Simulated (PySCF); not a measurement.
Task: What does the GFN2-xTB structure of InChI=1S/C5H8F2/c6-4-2-1-3-5-7/h1-2H,3-5H2/b2-1- look like in three dimensions?

Result: 
Z-matrix in Å and degrees, rows numbered from 1:
```
F 
C   1  1.3725
C   2  1.4977  1  110.14
C   3  1.3229  2  125.71  1   176.80
C   4  1.4963  3  125.93  2    -0.19
C   5  1.5268  4  110.43  3  -121.05
F   6  1.3732  5  110.11  4  -178.32
H   2  1.0968  1  106.43  3   121.67
H   2  1.0973  1  106.48  3  -121.46
H   3  1.0802  2  113.81  1    -3.51
H   4  1.0812  3  119.10  2   179.95
H   5  1.0937  4  109.52  3   120.06
H   5  1.0898  4  111.35  3     0.46
H   6  1.0951  5  111.54  4   -59.93
H   6  1.0949  5  111.42  4    63.36
```

Of the pairs four or more bonds apart, C2···H13 is among the closest relative to their van der Waals radii: 2.65 Å, 91 % of the sum of Bondi's values. The 4 C–C bonds span 1.323 Å (C3=C4, drawn double) to 1.527 Å (C5–C6, drawn single), a spread of 0.204 Å.

Computed geometry: GFN2-xTB, gas phase.

Point group: C1 (no symmetry element, even within 0.4 Å). No GFN2-xTB frequencies stand behind this structure, so it isn't proved a minimum. One conformer, not necessarily the lowest (F1–C2–C3–C4 177°, C3–C4–C5–C6 -121°, C4–C5–C6–F7 -178°).
